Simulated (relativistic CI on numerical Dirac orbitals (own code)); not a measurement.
Ta²⁵⁺: sensitivity of the levels to the model

Base calculation: Dirac-Coulomb-Breit CI, orbitals from a KLI potential per configuration, QED by a radiative potential, unscaled Slater integrals.

Configuration list (outside the closed core [Ar] 3d10): 4s²4p⁶4d¹⁰4f², 4s²4p⁶4d¹⁰4f5s, 4s²4p⁶4d⁹4f³, 4s²4p⁶4d¹⁰5s², 4s²4p⁶4d¹⁰4f5p, 4s²4p⁶4d¹⁰5s5p, 4s²4p⁵4d¹⁰4f³, 4s²4p⁶4d¹⁰4f5d, 4s²4p⁶4d¹⁰5p5d, 4s²4p⁶4d⁹4f²5s, 4s²4p⁶4d¹⁰4f5f, 4s4p⁶4d¹⁰4f³, 4s²4p⁶4d¹⁰4f6s, 4s²4p⁶4d⁹4f²5p, 4s²4p⁶4d¹⁰4f5g, 4s²4p⁶4d¹⁰4f6p, 4s²4p⁶4d¹⁰4f6d, 4s²4p⁶4d¹⁰4f7s, 4s²4p⁶4d¹⁰4f6g, 4s4p⁶4d¹⁰4f5s², 4s4p⁶4d¹⁰4f5p², 4s²4p⁶4d¹⁰5p², 4s²4p⁶4d⁹5s5p², 4s²4p⁶4d¹⁰5s5d, 4s²4p⁶4d⁹5s²5d, 4s²4p⁶4d¹⁰5d², 4s²4p⁶4d⁹5s5d². Double excitations out of closed p, d and f shells are left out; levels of such configurations are missing from the list, as are those of other unlisted configurations, and high levels can miss mixing partners.

The lowest level and the first level of each name with at least 55 % of one term (blank where a level has no safe partner in the second run):

| Level | Base (cm⁻¹) | Shift (cm⁻¹) |
| --- | --- | --- |
| 4s²4p⁶4d¹⁰4f² ³H4 | 0 | 0 |
| 4s²4p⁶4d¹⁰4f² ³F2 | 18696 | +1214 |
| 4s²4p⁶4d¹⁰4f² ³H5 | 22710 | +15 |
| 4s²4p⁶4d¹⁰4f² ³F3 | 35813 | +998 |
| 4s²4p⁶4d¹⁰4f² ³H6 | 42385 | +102 |
| 4s²4p⁶4d¹⁰4f² ³F4 | 62397 | +454 |
| 4s²4p⁶4d¹⁰4f² ¹D2 | 68948 | +2928 |
| 4s²4p⁶4d¹⁰4f² ³P0 | 73821 | +3388 |
| 4s²4p⁶4d¹⁰4f² ³P1 | 83977 | +3455 |
| 4s²4p⁶4d¹⁰4f² ¹I6 | 85091 | +1732 |
| 4s²4p⁶4d¹⁰4f² ³P2 | 100725 | +3260 |
| 4s²4p⁶4d¹⁰4f² ¹S0 | 177652 | +1889 |
| 4s²4p⁶4d¹⁰4f5s ³F°2 | 907322 |  |
| 4s²4p⁶4d¹⁰4f5s ³F°3 | 910489 |  |

At this charge energies of transitions that change n are usually good to better than 1 %, and those within a shell (Δn = 0) to a few per cent. Terms inside the open d or f shell come out 10 to 20 % too wide with unscaled integrals.

(1) One thing was changed in a second run, which moved the levels as shown. Which?
A. only the first configuration
B. valence Slater integrals scaled by 0.9
C. Breit term removed
D. QED terms removed

## Answers

(1) A. Only the first configuration. With fewer configurations the levels that remain lose their mixing partners.

LS names give the leading component of a level, which can be under half, so a name can repeat, a term be missing and a line seem to break the LS rules.
